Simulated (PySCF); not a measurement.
Cl3Ga, SMILES [Ga-]([Cl])([Cl])[Cl], charge -1, multiplicity 2. Coordinates come from a PBE-D3(BJ)/def2-SVPD optimisation.

Computed equilibrium geometry at PBE-D3(BJ)/def2-SVPD (PySCF confirms it by a frequency run) as Cartesian coordinates in Å, and its point group:
point group C3v.
```xyz
4

Ga     0.0000     0.0000    -0.5053
Cl    -1.8750     1.0825     0.3072
Cl     0.0000    -2.1650     0.3072
Cl     1.8750     1.0825     0.3072
```
Charge -1, spin multiplicity 2.
